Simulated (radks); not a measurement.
Results of a calculation; reference values are marked as such.
All-electron atom: H in 2p1 (not the ground configuration). Level of theory: non-relativistic Kohn-Sham, Wu-Cohen GGA, spin-polarised, spherical densities, point nucleus; open shells are filled with parallel spins first (a radial shooting solver on a logarithmic mesh with Libxc functionals).

X-ray form factor f0, the Fourier transform of the density (f0(0) = 1):

| sin(theta)/lambda (1/angstrom) | f0 (electrons) |
|---|---|
| 0.05 | 0.586 |
| 0.1 | 0.124 |
| 0.15 | -0.006 |
| 0.2 | -0.015 |
| 0.25 | -0.008 |
| 0.3 | -0.004 |
| 0.4 | -0.001 |
| 0.5 | 0.000 |
| 0.6 | 0.000 |
| 0.8 | 0.000 |
| 1 | 0.000 |
| 1.25 | 0.000 |
| 1.5 | 0.000 |
| 2 | 0.000 |
